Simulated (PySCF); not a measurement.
Excitation energy of Hg²⁺ by level of theory

Hg²⁺ [Xe] 4f14 5d10 (1S) → Hg²⁺ [Xe] 4f14 5d9 6p1 (high-spin determinant), as a difference of total energies. All numbers are calculated (PySCF 2.14, scalar relativity through the core potential, in def2-TZVPPD with the def2 core potential (60 electrons) (6s6p3d2f1g, 62 functions)). Correlated levels: valence and next inner shell: nothing frozen outside the core potential. The calculations carry no spin-orbit coupling.

```
                                method  excitation energy (eV)
                                   UHF                  14.165
    MP2 (valence and next inner shell)                  14.837
SCS-MP2 (valence and next inner shell)                  14.820
   CCSD (valence and next inner shell)                  14.626
CCSD(T) (valence and next inner shell)                  14.614
```

**Question.** How much does correlation contribute at CCSD(T) (valence and next inner shell)?

**Answer.** 14.614 − (14.165) = 0.449 eV, measured against UHF.

The determinant of the upper state mixes LS terms, which raises its energy above the lowest term, most at the Hartree-Fock and MP2 levels.
